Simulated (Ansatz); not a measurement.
**What each rung costs, and what it gives**

Saddle point of Si₄NH₁₂ClO₃, singlet (Si₄H₉ClO₃ ([SiH3][O][Si]([Cl])([O][SiH3])[O][SiH3]) + NH₃ → Si₃NH₈ClO₂ ([NH2][Si]([Cl])([O][SiH3])[O][SiH3]) + SiH₄O ([OH][SiH3]); bonds formed: O2–H9; dative contacts that become bonds: Si1–N10; bonds broken: Si1–O2, H9–N10), PBE0-D4/def2-TZVP structure:

Si1  (0.542, 0.118, 0.839)
O2  (0.479, 0.206, -1.237)
Si3  (-0.838, 0.397, -2.207)
O4  (-1.040, 0.475, 0.798)
Si5  (-2.266, 0.717, 1.880)
O6  (1.108, -1.386, 0.693)
Si7  (1.380, -2.438, -0.550)
Cl8  (0.880, 0.360, 2.922)
H9  (1.247, 1.064, -0.844)
N10  (1.671, 1.439, 0.285)
H11  (-1.454, 1.739, -2.014)
H12  (-0.406, 0.280, -3.625)
H13  (-1.845, -0.653, -1.916)
H14  (-2.383, -0.427, 2.814)
H15  (-2.048, 1.977, 2.632)
H16  (-3.502, 0.833, 1.069)
H17  (1.774, -3.719, 0.085)
H18  (2.492, -1.961, -1.408)
H19  (0.160, -2.657, -1.364)
H20  (2.640, 1.276, 0.534)
H21  (1.409, 2.360, 0.614)
(Å)

Barriers are electronic and count from the start structure reached by relaxing down the imaginary mode.

Program: Ansatz 0.2.0. Basis: as named in each row. Cores are frozen in the correlated methods. B3LYP uses VWN-RPA correlation. Extrapolation: Hartree–Fock as exp(−7.88 √X), correlation as X^−2.97.

Times are rough, for one single point on 4 threads of a shared host (AMD EPYC 7R13), with one NVIDIA H100 (or a share of it) where marked.

The estimate by CCSD(T) at an estimated basis limit (MP2 extrapolated from triple and quadruple zeta, plus CCSD(T) − MP2 in triple zeta) is 32.88 kcal/mol.

```tsv
method	basis	time (s)	barrier (kcal/mol)	method less estimate
HF	STO-3G	under 1	24.53	-8.35
PBE-D4	STO-3G	1	0.70	-32.17
SPW92	def2-SVP	2	22.19	-10.69
PBE-D4	def2-TZVPP	2 (H100)	26.68	-6.19
SPW92	def2-TZVPP	3 (H100)	23.76	-9.12
B3LYP-D4	def2-TZVPP	3 (H100)	30.62	-2.26
B3LYP-D4	6-31G	3	26.33	-6.54
BLYP-D4	def2-TZVPP	3 (H100)	28.33	-4.54
BHLYP-D4	def2-TZVPP	3 (H100)	34.38	1.51
PBE-D4	def2-SVP	3	25.22	-7.66
CAM-B3LYP-D4	def2-TZVPP	3 (H100)	31.17	-1.71
r2SCAN0-D4	def2-TZVPP	4 (H100)	31.60	-1.28
r2SCAN-D4	def2-TZVPP	4 (H100)	29.75	-3.13
PBE0-D4	def2-TZVPP	4 (H100)	29.74	-3.13
PBE-QIDH	def2-TZVPP	4 (H100)	31.74	-1.14
wB97M-V	def2-TZVPP	4 (H100)	31.66	-1.21
PBE0-D4	def2-SVP	4	28.55	-4.33
B2PLYP	def2-TZVPP	4 (H100)	31.22	-1.65
wB97X-V	def2-TZVPP	5 (H100)	31.87	-1.01
CCSD(T)	def2-SVP	6 (H100)	33.64	0.76
B97M-V	def2-TZVPP	6 (H100)	33.81	0.93
RPA on PBE	def2-TZVPP	6 (H100)	32.44	-0.44
MP2	def2-QZVPP	8 (H100)	31.64	-1.24
wB97M-V	def2-SVP	13	30.14	-2.73
CCSD(T)	def2-TZVPP	64 (H100)	32.63	-0.25
```

All methods are single points on the PBE0-D4 structures.

No T1 diagnostic of these runs exceeds 0.012.

Labels in which every atom is bracketed show which atoms are joined, not bond orders.
